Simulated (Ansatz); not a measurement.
A run on Br₂HInS₂ (`S[S][In]([Br])[Br]`) with other settings.

```yaml
crystal:
  periodic: [false, false, false]
  atoms:
    - {symbol: S, position_ang: [0.923012, 1.888002, 0.957822]}
    - {symbol: S, position_ang: [0.199428, 0.078402, 1.615964]}
    - {symbol: In, position_ang: [-0.156476, -1.092781, -0.435464]}
    - {symbol: Br, position_ang: [-0.828784, -3.450784, -0.409981]}
    - {symbol: Br, position_ang: [0.114124, 0.038741, -2.588113]}
    - {symbol: H, position_ang: [-0.251304, 2.538419, 0.859774]}
basis:
  gaussian: {orbitals: STO-3G}
magnetization: {spin_polarized: true, initial_magnetization: 2}
hamiltonian: {xc: {name: HF}}
correlation: {active_space: {window: {electrons: 6, orbitals: 2}}}
accuracy: high
output: {forces: true}
```

```sh
$ ansatz run in.yaml --threads 2 --pin off --events-out ev --progress --plain --max-ram 32768MiB --backend cpu
```

It prints (some lines left out):

```
Error: invalid value for `correlation.active_space`: it starts from restricted Hartree–Fock orbitals; set hamiltonian.xc: hf without magnetization.spin_polarized
```
